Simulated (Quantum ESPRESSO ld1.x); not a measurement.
The numbers below are computed, except where a source is named.
Kr II, 35 electrons, occupied as [Ar] 3d10 4s2 4p5.

Code: ld1.x of Quantum ESPRESSO 7.5. Model: scalar-relativistic Kohn-Sham, LDA (Slater exchange, Perdew-Wang correlation), spin-polarised, spherical densities, point nucleus; open shells are filled with parallel spins first.

Energy parts (eV):
| part | energy |
|---|---|
| total | -75819.61 |
| kinetic | 77529.26 |
| electron-nucleus | -182572.09 |
| Hartree | 31744.08 |
| exchange-correlation | -2520.86 |

Orbitals (lengths in bohr, moments of r in powers of bohr; <r^-3> diverges for s and p1/2; r(90%) holds 90 % of the orbital's charge):
orbital  occ.  eigenvalue (eV)  <r^-3>  r(90%)
1s up       1         -14147.8       -  0.0743
1s down     1         -14147.7       -  0.0743
2s up       1         -1873.84       -   0.284
2s down     1         -1873.79       -   0.284
2p up       3         -1659.77    1493   0.261
2p down     3         -1659.69    1493   0.261
3s up       1         -275.008       -   0.791
3s down     1         -274.897       -   0.790
3p up       3         -206.855   222.1   0.826
3p down     3         -206.730   222.2   0.825
3d up       5         -93.6518   26.95   0.912
3d down     5         -93.5000   26.99   0.910
4s up       1         -34.5255       -    2.27
4s down     1         -33.7345       -    2.27
4p up       3         -20.0482   20.76    2.76
4p down     2         -19.2993   20.57    2.78
5s up       0          -5.8669       -    6.40
5s down     0          -5.7226       -    6.50
4d up       0          -3.8694  0.6158    5.95
4d down     0          -3.5624  0.5296    6.33

The highest occupied level is 4p down at -19.299 eV. Spin moment in Bohr magnetons: 1. For comparison, the ionisation energy in NIST's Atomic Spectra Database is 24.360 eV (measured). In exact Kohn-Sham theory the highest level is minus the ionisation energy, but local and semilocal functionals leave it too shallow, through self-interaction and a potential that decays too fast; potentials with the right tail come closer. The density falls to 0.001 e/bohr^3 at r = 3.73 bohr. Summed over all electrons, <r^2> = 31.48 bohr^2, which gives a Langevin (diamagnetic) susceptibility term of -24.9 x 10^-6 cm^3/mol.
